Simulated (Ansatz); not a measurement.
Two isomers of CH7FOSi2: A = `CO[SiH](F)[SiH3]`, B = `FC([SiH3])O[SiH3]`.

Gas-phase electronic energies from Ansatz, PBE0-D4/def2-TZVP geometries. CCSD(T)/CBS adds triple-zeta CCSD(T) − MP2 to the extrapolated MP2 energy (def2 sets, frozen cores). Functionals use def2-TZVPP. Each species was taken in one conformer, which may not be the lowest.

Problem. Which isomer does CCSD(T)/CBS put lower? Give the gap. (Best estimate.)

Solution. Ansatz gave: A, by 227.2 kJ/mol.

Problem. Give E(B) − E(A) in kJ/mol with HF/def2-TZVPP, PBE-D4, CCSD/def2-TZVPP, r2SCAN-D4, MP2/def2-TZVPP, PBE0-D4, B2PLYP. (Best estimate.)

Solution. Ansatz gave: HF/def2-TZVPP 221.0, PBE-D4 218.4, CCSD/def2-TZVPP 223.6, r2SCAN-D4 222.7, MP2/def2-TZVPP 226.8, PBE0-D4 223.6, B2PLYP 222.5. None reverses the order clearly.

Largest T1 diagnostic: 0.012.

From PBE to PBE0 (25 % exact exchange), in def2-TZVPP and without D4, E(B) − E(A) moves by +5.0 kJ/mol.
